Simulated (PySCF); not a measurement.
Two-component Hartree-Fock for Sc⁺ (scandium, charge +1)

Start: [Ar] 4s1 5s1; 4s1/2 filled at m_j = +1/2; 5s1/2 filled at m_j = +1/2. Calculated with PySCF 2.14 in x2c-SVPall-2c with one added diffuse shell each of s, d type (6s5p4d1f, 48 functions): generalised Hartree-Fock with the X2C-1e Hamiltonian and a Gaussian nucleus; one run each with spin-orbit coupling (SO) switched off, then screened by Boettger's factors. This is a chosen level, not necessarily the ground level.

```
spinor shell  electrons  ε, spin-free (eV)  ε, screened SO (eV)  weight of nominal j (screened SO)  rms radius, screened SO (bohr)
       1s1/2          2            -4556.8              -4556.8                              1.000                          0.0845
       2s1/2          2            -543.88              -543.88                              1.000                           0.370
       2p1/2          2            -446.74              -449.90                              1.000                           0.338
       3s1/2          2            -88.741              -88.741                              1.000                            1.14
       3p1/2          2            -60.640              -61.026                              0.979                            1.23
       3p3/2          4            -60.640              -60.447                              0.990                            1.24
       4s1/2          1            -16.721              -16.721                              1.000                            3.55
       5s1/2          1             -5.879               -5.879                              1.000                            7.69
```

Question: Where does 2p3/2 lie, and what is the 2p spin-orbit splitting (screened SO)?

Answer: At -445.18 eV, 4.715 eV above 2p1/2.

| quantity | spin-free | screened SO |
| --- | --- | --- |
| E (hartree) | -762.62982 | -762.63202 |
| M_J | 1 | 1 |
| ⟨J²⟩ | 2.000 | 2.000 |
| ⟨L²⟩ | 0.000 | 0.000 |
| ⟨S²⟩ | 2.000 | 2.000 |

Each row is a mean over spinors that exchange with the open shell spreads, by up to 0.391 eV (3s1/2).

Without spin-orbit coupling the j labels of p, d and f shells carry no meaning; the spin-free column gives the mean over the occupied spinors of each nl shell.
